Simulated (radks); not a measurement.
Q: The mean radii <r> (bohr) of the occupied orbitals of an atom or ion are listed with their occupations. Calculated with a radial shooting solver on a logarithmic mesh with Libxc functionals: Dirac Kohn-Sham, PBE, spin-unpolarised, spherical densities, point nucleus.

| orbital | occ. | <r> |
|---|---|---|
| 1s1/2 | 2 | 0.04274 |
| 2s1/2 | 2 | 0.1892 |
| 2p1/2 | 2 | 0.1627 |
| 2p3/2 | 4 | 0.1666 |
| 3s1/2 | 2 | 0.5503 |
| 3p1/2 | 2 | 0.5554 |
| 3p3/2 | 4 | 0.5657 |
| 3d3/2 | 4 | 0.5805 |
| 3d5/2 | 6 | 0.5843 |
| 4s1/2 | 2 | 1.466 |

Name the element and its charge. Open shells, if any, are shared by 2j + 1.

A: Z = 35, bromine, charge +5: Br5+ in [Ar] 3d10 4s2. The 1s radius gives Z: for a bare nucleus <r> = (2 gamma + 1)/(2Z) with gamma = sqrt(1 - (Z/c)^2), 0.04191 bohr for Z = 35, and screening makes it slightly larger (0.04274 here). The occupations add up to 30, and the charge is Z minus that.
